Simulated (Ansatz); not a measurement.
`[CH3][Al]([NH2])[SH]` + H₂ → `[CH3][AlH][SH]` + NH₃ at 700 K and 1 bar (hydrogenolysis of the Al–N bond).

Isolated molecules relaxed with PBE0-D4/def2-TZVP in Ansatz; ΔE leaves out vibrations. CCSD(T)/CBS is frozen-core, at the limit of the def2 triple- and quadruple-zeta sets. One conformer a species, not always the lowest.

```csv
species,CCSD(T)/CBS energy (Eh),H − E (kJ/mol),S (J/(mol·K))
`[CH3][Al]([NH2])[SH]`,-736.25095,265.5,478.3
H₂,-1.17463,46.8,155.3
`[CH3][AlH][SH]`,-680.89177,198.6,411.7
NH₃,-56.50568,116.9,226.5
```

H − E and S are ideal-gas, rigid-rotor, harmonic terms from PBE0-D4/def2-TZVP, for one conformer and one mirror image of each species. 1 Eh = 2625.50 kJ/mol, R = 8.31446 J/(mol·K).

Problem. By hand: ΔE, ΔH, ΔS and ΔG.

Solution. ΔE = (-680.89177) + (-56.50568) − (-736.25095) − (-1.17463) = 0.02813 Eh = 73.9 kJ/mol. Δ(H − E) = 198.6 + 116.9 − 265.5 − 46.8 = 3.2, so ΔH = 77.1 kJ/mol. ΔS = 411.7 + 226.5 − 478.3 − 155.3 = 4.6 J/(mol·K). ΔG = 77.1 − 700 × (4.6)/1000 = 73.9 kJ/mol.

Problem. By hand: the equilibrium constant, and the temperature at which ΔG would vanish if ΔH and ΔS stayed fixed.

Solution. log₁₀ K = −ΔG/(RT ln 10) = -5.5. ΔG = 0 at ΔH/ΔS = 16761 K, far beyond where these terms or the molecules hold.

The number of gas molecules stays the same, so ΔS is small and ΔH decides. A doubt of 5 kJ/mol in ΔE shifts log₁₀ K by 0.4 here. Other conformers and mirror images would add mixing entropy, several J/(mol·K) or more a flexible species. Modes under 60 cm⁻¹, often nearly free rotors, make the harmonic entropy too high. These are equilibria of isolated gas molecules and say nothing of rates. Largest T1 diagnostic: 0.010 (customary marks: 0.02 for closed shells, 0.045 for open ones).
